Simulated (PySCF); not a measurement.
CaF₂, charge +1, doublet, at a GFN2-xTB geometry (such geometries of metal compounds can be far from the true shape) (a state made from the parent by changing its charge; the spin is typed, not shown lowest); B3LYP/6-31G in PySCF.

Input for PySCF:
```python
from pyscf import gto, scf, dft

mol = gto.M(
    atom='''
Ca    0.616942   -0.101181   -0.231655
F    -0.865299    1.211631   -0.701577
F    -0.505683   -0.986784    1.216365
''',
    basis='6-31g',
    charge=1,
    spin=1,
    verbose=4,
)

mf = dft.UKS(mol)
mf.xc = 'b3lyp'
mf.grids.radi_method = dft.radi.mura_knowles
mf.kernel()
mf.analyze()
```

Task: Write the output that PySCF gives for this input, abridged.

Result: 
```
PySCF version 2.14.0

[INPUT] verbose = 4
[INPUT] num. atoms = 3
[INPUT] num. electrons = 37
[INPUT] charge = 1
[INPUT] spin (= nelec alpha-beta = 2S) = 1
[INPUT] symmetry False subgroup None
[INPUT] Mole.unit = angstrom
[INPUT] Symbol           X                Y                Z      unit          X                Y                Z       unit  Magmom
[INPUT]  1 Ca     0.616942000000  -0.101181000000  -0.231655000000 AA    1.165851414741  -0.191204379010  -0.437764505386 Bohr   0.0
[INPUT]  2 F     -0.865299000000   1.211631000000  -0.701577000000 AA   -1.635178125860   2.289650754033  -1.325788385294 Bohr   0.0
[INPUT]  3 F     -0.505683000000  -0.986784000000   1.216365000000 AA   -0.955602375848  -1.864751504103   2.298596717507 Bohr   0.0

nuclear repulsion = 108.194037237966
number of shells = 19
number of NR pGTOs = 114
number of NR cGTOs = 35
basis = 6-31g
ecp = {}

******** <class 'pyscf.dft.uks.UKS'> ********
method = UKS
initial guess = minao
damping factor = 0
level_shift factor = 0
DIIS = <class 'pyscf.scf.diis.CDIIS'>
diis_start_cycle = 1
diis_space = 8
diis_damp = 0
SCF conv_tol = 1e-09
SCF conv_tol_grad = None
SCF max_cycles = 50
direct_scf = True
direct_scf_tol = 1e-13
number electrons alpha = 19  beta = 18
XC library pyscf.dft.libxc version 7.1.2
    S. Lehtola, C. Steigemann, M. J. T. Oliveira, and M. A. L. Marques,  SoftwareX 7, 1–5 (2018)
XC functionals = b3lyp
    P. J. Stephens, F. J. Devlin, C. F. Chabalowski, and M. J. Frisch,  J. Phys. Chem. 98, 11623 (1994)
radial grids: Mura-Knowles [JCP 104, 9848 (1996); DOI:10.1063/1.471749] log3 quadrature radial grids
becke partition: Becke, JCP 88, 2547 (1988); DOI:10.1063/1.454033
pruning grids: <function nwchem_prune>
grids dens level: 3
symmetrized grids: False
atomic radii adjust function: <function treutler_atomic_radii_adjust>
small_rho_cutoff = 0
Set gradient conv threshold to 3.16228e-05
tot grids = 46288
init E= -877.06842683784

cycle= 1 E= -876.837769209406  delta_E= 0.231  |g|= 0.397  |ddm|=  1.3
cycle= 2 E= -876.810436325815  delta_E= 0.0273  |g|= 0.505  |ddm|= 0.651
cycle= 3 E= -876.891809405696  delta_E= -0.0814  |g|= 0.0106  |ddm|= 0.348
cycle= 4 E= -876.889686348379  delta_E= 0.00212  |g|= 0.0693  |ddm|= 0.0685
cycle= 5 E= -876.891932899793  delta_E= -0.00225  |g|= 0.00338  |ddm|= 0.0615
cycle= 6 E= -876.89198635965  delta_E= -5.35e-05  |g|= 0.00163  |ddm|= 0.0166
cycle= 7 E= -876.892037728156  delta_E= -5.14e-05  |g|= 0.00129  |ddm|= 0.0204
cycle= 8 E= -876.892124328586  delta_E= -8.66e-05  |g|= 0.000349  |ddm|= 0.0684
cycle= 9 E= -876.892125789003  delta_E= -1.46e-06  |g|= 0.000168  |ddm|= 0.00695
cycle= 10 E= -876.892126000284  delta_E= -2.11e-07  |g|= 8.7e-06  |ddm|= 0.00347
cycle= 11 E= -876.892126000665  delta_E= -3.81e-10  |g|= 3.38e-06  |ddm|= 0.000135
Extra cycle  E= -876.892126000672  delta_E= -7.05e-12  |g|= 5.99e-06  |ddm|= 1.06e-05
converged SCF energy = -876.892126000672  <S^2> = 0.75397018  2S+1 = 2.0039662
**** SCF Summaries ****
Total Energy =                        -876.892126000672079
Nuclear Repulsion Energy =             108.194037237965588
One-electron Energy =                -1413.994516165668983
Two-electron Energy =                  428.908352927031274
Two-electron Coulomb Energy =          485.851548565895826
DFT Exchange-Correlation Energy =      -56.943195638864559
**** MO energy ****
                             alpha | beta                alpha | beta
MO #1   energy= -145.656478576785  | -145.656532688058  occ= 1 | 1
MO #2   energy= -24.8693007844499  | -24.8538370136741  occ= 1 | 1
MO #3   energy= -24.8692576027634  | -24.8537932328082  occ= 1 | 1
MO #4   energy= -15.731339052712   | -15.7313928009263  occ= 1 | 1
MO #5   energy= -12.8631841585881  | -12.8632304299754  occ= 1 | 1
MO #6   energy= -12.862339127256   | -12.8624333997771  occ= 1 | 1
MO #7   energy= -12.8620333837974  | -12.8620857741076  occ= 1 | 1
MO #8   energy= -2.10933742797189  | -2.10947767814288  occ= 1 | 1
MO #9   energy= -1.40688402598437  | -1.398723977885    occ= 1 | 1
MO #10  energy= -1.40665673930173  | -1.39862383188897  occ= 1 | 1
MO #11  energy= -1.38272133899758  | -1.38283653415319  occ= 1 | 1
MO #12  energy= -1.30542808422544  | -1.27067582395716  occ= 1 | 1
MO #13  energy= -1.30367331043452  | -1.26819217053236  occ= 1 | 1
MO #14  energy= -0.629434363245626 | -0.57553300357493  occ= 1 | 1
MO #15  energy= -0.617969814015213 | -0.569687564414378 occ= 1 | 1
MO #16  energy= -0.591597035540536 | -0.566960666769139 occ= 1 | 1
MO #17  energy= -0.586595457708694 | -0.561060538182754 occ= 1 | 1
MO #18  energy= -0.583078068789756 | -0.509554148516965 occ= 1 | 1
MO #19  energy= -0.577757514399461 | -0.458441242974069 occ= 1 | 0
MO #20  energy= -0.293521573952756 | -0.292535327927681 occ= 0 | 0
MO #21  energy= -0.183432268526706 | -0.182506467990823 occ= 0 | 0
MO #22  energy= -0.157854973545599 | -0.153393536430658 occ= 0 | 0
MO #23  energy= -0.128452620903293 | -0.125230967259772 occ= 0 | 0
MO #24  energy= -0.0830632823148445 | -0.082522018558518 occ= 0 | 0
MO #25  energy= -0.0348619720821808 | -0.0347884122175284 occ= 0 | 0
MO #26  energy= -0.0137890527718783 | -0.013158724518197 occ= 0 | 0
MO #27  energy= 0.0194494654695039 | 0.0224276923129889 occ= 0 | 0

To work with the spin densities directly, `use mulliken_meta_spin()` only printing them here.

 ** Mulliken spin pop alpha/beta on meta-lowdin orthogonal AOs **
 ** Mulliken Spin Density (per AO)  **
spin_pop of  0 Ca 1s       -0.00000
spin_pop of  0 Ca 2s       -0.00000
spin_pop of  0 Ca 3s        0.00000
spin_pop of  0 Ca 4s       -0.00431
spin_pop of  0 Ca 5s       -0.00091
spin_pop of  0 Ca 2px      -0.00000
spin_pop of  0 Ca 2py      -0.00000
spin_pop of  0 Ca 2pz      -0.00000
spin_pop of  0 Ca 3px       0.00001
spin_pop of  0 Ca 3py       0.00001
spin_pop of  0 Ca 3pz       0.00001
spin_pop of  0 Ca 4px      -0.00506
spin_pop of  0 Ca 4py       0.00083
spin_pop of  0 Ca 4pz      -0.00020
spin_pop of  0 Ca 5px      -0.00078
spin_pop of  0 Ca 5py      -0.00020
spin_pop of  0 Ca 5pz      -0.00027
spin_pop of  1 F 1s       -0.00000
spin_pop of  1 F 2s        0.00112
spin_pop of  1 F 3s       -0.00034
spin_pop of  1 F 2px       0.07541
spin_pop of  1 F 2py       0.15681
spin_pop of  1 F 2pz       0.27396
spin_pop of  1 F 3px      -0.00028
spin_pop of  1 F 3py      -0.00051
spin_pop of  1 F 3pz      -0.00066
spin_pop of  2 F 1s       -0.00000
spin_pop of  2 F 2s        0.00112
spin_pop of  2 F 3s       -0.00034
spin_pop of  2 F 2px       0.17689
spin_pop of  2 F 2py       0.25804
spin_pop of  2 F 2pz       0.07114
spin_pop of  2 F 3px      -0.00043
spin_pop of  2 F 3py      -0.00066
spin_pop of  2 F 3pz      -0.00036
 ** Mulliken Spin Density (per atom)  **
spin density of  0 Ca =     -0.01088
spin density of  1 F =      0.50550
spin density of  2 F =      0.50539
 ** Mulliken pop alpha/beta on meta-lowdin orthogonal AOs **
 ** Mulliken pop       alpha | beta **
pop of  0 Ca 1s        1.00000 | 1.00000
pop of  0 Ca 2s        0.99998 | 0.99998
pop of  0 Ca 3s        0.99988 | 0.99988
pop of  0 Ca 4s        0.05299 | 0.05730
pop of  0 Ca 5s        0.00454 | 0.00544
pop of  0 Ca 2px       1.00000 | 1.00000
pop of  0 Ca 2py       1.00000 | 1.00000
pop of  0 Ca 2pz       1.00000 | 1.00000
pop of  0 Ca 3px       0.99979 | 0.99978
pop of  0 Ca 3py       0.99994 | 0.99994
pop of  0 Ca 3pz       0.99993 | 0.99992
pop of  0 Ca 4px       0.00371 | 0.00877
pop of  0 Ca 4py       0.00644 | 0.00561
pop of  0 Ca 4pz       0.00652 | 0.00672
pop of  0 Ca 5px       0.00099 | 0.00177
pop of  0 Ca 5py       0.00154 | 0.00174
pop of  0 Ca 5pz       0.00142 | 0.00168
pop of  1 F 1s        0.99999 | 0.99999
pop of  1 F 2s        0.98479 | 0.98367
pop of  1 F 3s        0.00074 | 0.00108
pop of  1 F 2px       0.98737 | 0.91196
pop of  1 F 2py       0.99209 | 0.83528
pop of  1 F 2pz       0.99562 | 0.72166
pop of  1 F 3px       0.00030 | 0.00058
pop of  1 F 3py       0.00021 | 0.00072
pop of  1 F 3pz       0.00010 | 0.00076
pop of  2 F 1s        0.99999 | 0.99999
pop of  2 F 2s        0.98478 | 0.98367
pop of  2 F 3s        0.00074 | 0.00108
pop of  2 F 2px       0.99002 | 0.81313
pop of  2 F 2py       0.99474 | 0.73670
pop of  2 F 2pz       0.99031 | 0.91917
pop of  2 F 3px       0.00022 | 0.00065
pop of  2 F 3py       0.00013 | 0.00079
pop of  2 F 3pz       0.00026 | 0.00061
In total            19.00000 | 18.00000
 ** Mulliken atomic charges   ( Nelec_alpha | Nelec_beta ) **
charge of  0Ca =      1.83384  (     9.07764      9.08852 )
charge of  1F =     -0.41688  (     4.96119      4.45569 )
charge of  2F =     -0.41696  (     4.96117      4.45579 )

WARN: System has nonzero charge 1; the dipole moment is origin-dependent.
Location of origin: [0. 0. 0.]

Dipole moment(X, Y, Z, Debye):  8.34574, -1.36840, -3.13402
```
